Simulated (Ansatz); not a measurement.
Reaction (substitution at a C–N bond): `CN(C)[SiH2]O` + `CC[SiH2]S` → `CC[SiH2]SC` + `CN[SiH2]O`

Gas-phase electronic energies from Ansatz, PBE0-D4/def2-TZVP geometries. CCSD(T)/CBS adds triple-zeta CCSD(T) − MP2 to the extrapolated MP2 energy (def2 sets, frozen cores). DFT in def2-TZVPP. Each species was taken in one conformer, which may not be the lowest.

| level | ΔE (kJ/mol) |
| --- | --- |
| r2SCAN | -13.9 |
| HF/def2-TZVPP | -10.8 |
| MP2/def2-QZVPP | -15.5 |
| MP2/CBS(def2) | -17.3 |

Task: What does CCSD(T)/CBS give? (Estimate.)

Result: The calculation gave: -14.6 kJ/mol. The listed levels differ from it by 0.7, 3.8, -0.9, -2.7 kJ/mol.

Largest T1 diagnostic among the species: 0.011.
